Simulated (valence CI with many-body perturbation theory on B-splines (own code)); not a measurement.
Results of a calculation; reference values are marked as such.
# Hyperfine factors and g values of Fe²⁰⁺

Level of theory: configuration interaction combined with many-body perturbation theory (CI+MBPT): four valence electrons over a frozen Dirac-Fock core [He], a basis of 11 s, 11 p, 9 d, 7 f, 5 g, 2 h, 1 i functions for each j, with the one-electron correlation potential Σ1 (screened to all orders), the two-electron term Σ2, the three-electron term Σ3, Breit, model QED; selected single and double excitations, second order for the rest (own B-spline code, finite nucleus).

No measured levels were compared; by estimate levels of excited configurations hold to 0.05 to 0.15 % of their energy, terms of the ground configuration to about 0.5 %. Among the levels kept, up to 270 cm⁻¹ of a level comes from second order outside the variational space, and about a tenth of that is noise between levels of different J, which matters for small intervals.

A/g_I is the dipole constant over the nuclear g factor μ/I (μ in nuclear magnetons, uniformly magnetised nucleus), B/Q the quadrupole constant per barn. Both hold the static response of the core; the bare values leave it out. Large factors of s and p1/2 electrons are usually good to 5 to 10 %; those of open d and f shells near neutrality can be off by tens of per cent, and small factors of p3/2, d and f electrons come from cancelling terms and can be off by a factor of two or in sign, in half-filled shells by more. B is blank for J = 1/2, where it vanishes, and for nearly pure S terms. Energies count from the lowest level. Levels with J = 0 are left out.

Names give the largest LS component (configuration and term), which can be under half, so a name can repeat, a term be missing and a line seem to break the LS rules; names also repeat where a configuration has a term twice. Letters in brackets count levels of one name in rising energy.

| Level | E (Ry) | g | A/g_I (MHz) | A/g_I bare | B/Q (MHz/b) | B/Q bare |
| --- | --- | --- | --- | --- | --- | --- |
| 2s2 2p2 3P_1 | 0.673 | 1.498 | -2380 | 132 | 26000 | 26100 |
| 2s2 2p2 3P_2 | 1.069 | 1.377 | 48700 | 50300 | -16000 | -16100 |
| 2s2 2p2 1D_2 | 2.229 | 1.116 | 38900 | 39500 | 67400 | 67700 |
| 2s 2p3 5S°_2 | 4.434 | 1.979 | 119000 | 121000 |  |  |
| 2s 2p3 3D°_1 | 7.079 | 0.642 | -64100 | -61900 | 39700 | 39800 |
| 2s 2p3 3D°_2 | 7.084 | 1.227 | 91000 | 90000 | 66600 | 66900 |
| 2s 2p3 3D°_3 | 7.323 | 1.330 | 124000 | 123000 | -213 | -224 |
| 2s 2p3 3P°_1 | 8.430 | 1.386 | 145000 | 144000 | -40200 | -40300 |
| 2s 2p3 3P°_2 | 8.590 | 1.412 | 105000 | 104000 | -64900 | -65200 |
| 2s 2p3 3S°_1 | 9.989 | 1.806 | -55600 | -48000 | 1150 | 1160 |
| 2s 2p3 1D°_2 | 10.276 | 1.036 | 70600 | 70100 | -3650 | -3650 |
| 2s 2p3 1P°_1 | 11.497 | 1.153 | -1740 | 1.00e+03 | -139 | -155 |
| 2p4 3P_2 | 15.005 | 1.445 | 23300 | 26900 | 35500 | 35600 |
| 2p4 3P_1 | 15.863 | 1.498 | -6610 | -2310 | -25200 | -25300 |
| 2p4 1D_2 | 16.566 | 1.048 | 58800 | 59200 | -86500 | -86900 |
| 2s2 2p 3s 3P°_1 | 69.914 | 1.383 | 141000 | 139000 | -8500 | -8540 |
| 2s2 2p 3s 3P°_2 | 70.901 | 1.498 | 55400 | 55900 | 53200 | 53400 |
| 2s2 2p 3s 1P°_1 | 71.115 | 1.111 | 6910 | 9320 | 35100 | 35200 |
| 2s2 2p 3p 3D_1 | 71.462 | 0.690 | 97100 | 95700 | -2310 | -2320 |
| 2s2 2p 3p 3P_1 [a] | 71.975 | 1.333 | -14000 | -13600 | 5620 | 5640 |
| 2s2 2p 3p 3D_2 | 72.006 | 1.179 | 43500 | 43500 | 13200 | 13300 |
| 2s2 2p 3p 3P_1 [b] | 72.751 | 1.192 | 21100 | 22700 | 5790 | 5820 |
| 2s2 2p 3p 3D_3 | 72.853 | 1.332 | 20300 | 21300 | 68100 | 68400 |
| 2s2 2p 3p 3S_1 | 72.948 | 1.782 | 24900 | 26800 | -1860 | -1860 |
| 2s2 2p 3p 3P_2 | 72.969 | 1.368 | 34100 | 35300 | 12800 | 12800 |
| 2s2 2p 3p 1D_2 | 73.527 | 1.114 | 27900 | 28300 | 40600 | 40700 |
| 2s2 2p 3d 3F°_2 | 73.619 | 0.753 | 42200 | 41600 | 7120 | 7200 |
| 2s 2p2 3s 5P_1 | 73.637 | 2.454 | 224000 | 222000 | -4750 | -4780 |
| 2s2 2p 3d 3F°_3 | 73.961 | 1.113 | 25700 | 25500 | 4540 | 4620 |
| 2s2 2p 3d 3P°_2 [a] | 74.014 | 1.201 | -19700 | -19700 | -8090 | -8070 |
| 2s 2p2 3s 5P_2 | 74.105 | 1.821 | 126000 | 126000 | 52400 | 52600 |
| 2s2 2p 3d 3D°_1 | 74.172 | 0.758 | -28700 | -28600 | -1290 | -1270 |

Task: Take the isotope of mass number 57, with I = 1/2, μ = 0.09064 μN. What is the hyperfine structure of 2s 2p3 3P°_1?

Result: From the table A = 26300 MHz. Shifts from the centre of gravity in MHz: F = 1/2: -26300, F = 3/2: 13200.
